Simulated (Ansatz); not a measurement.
Reaction (formal exchange of groups at a B–O bond): `CSB(O)F` + SiH₄ → `CSB(F)[SiH3]` + H₂O

Isolated molecules relaxed with PBE0-D4/def2-TZVP in Ansatz; ΔE leaves out vibrations. CCSD(T)/CBS adds triple-zeta CCSD(T) − MP2 to the extrapolated MP2 energy (def2 sets, frozen cores). This one scheme is used for every species. DFT in def2-TZVPP. One conformer a species, not always the lowest.

`CSB(O)F`:

```xyz
9

C    -1.171   -0.911   -0.260
S    -0.519    0.501   -1.186
B     0.876    0.977   -0.155
O     1.186    0.314    0.984
F     1.614    2.020   -0.546
H    -2.038   -1.272   -0.810
H    -0.428   -1.703   -0.193
H    -1.476   -0.608    0.740
H     1.956    0.682    1.428
```

SiH₄:

Z-matrix (Å, degrees):
```
Si
H 1 1.485
H 1 1.485 2 109.5
H 1 1.485 2 109.5 3 -120.0
H 1 1.485 2 109.5 3 120.0
```

`CSB(F)[SiH3]`:

```xyz
11

C     0.750    1.416    0.826
S     0.214    1.681   -0.882
B    -0.459    0.091   -1.351
F    -0.935    0.008   -2.592
Si   -0.531   -1.531   -0.126
H     1.548    0.677    0.873
H    -0.084    1.110    1.455
H     1.131    2.371    1.185
H    -1.350   -1.228    1.082
H    -1.118   -2.709   -0.817
H     0.836   -1.886    0.349
```

H₂O:

```xyz
3

O     0.146   -0.308   -0.188
H     0.572    0.538   -0.036
H    -0.717   -0.230    0.224
```

CCSD(T)/CBS gives +144.5 kJ/mol.

(1) Another level gave +154.7 kJ/mol. Which?
A. PBE0/def2-TZVPP
B. PBE/def2-TZVPP
C. HF/def2-TZVPP
D. CCSD/def2-TZVPP

Largest T1 diagnostic among the species: 0.014.

Results:

(1) D. CCSD/def2-TZVPP 154.7, PBE0 145.3, PBE 137.8, HF/def2-TZVPP 180.1 kJ/mol.

From PBE to PBE0 (25 % exact exchange), in def2-TZVPP and without D4, ΔE moves by +7.5 kJ/mol. The D4 term adds −7.3 kJ/mol with B3LYP and −4.2 kJ/mol with PBE0; it sums over pairs of atoms, weighted by their polarisabilities, and B3LYP, whose exchange is more repulsive, gets the larger term.

B3LYP here is the variant with VWN-RPA as its local correlation; programs differ in this.
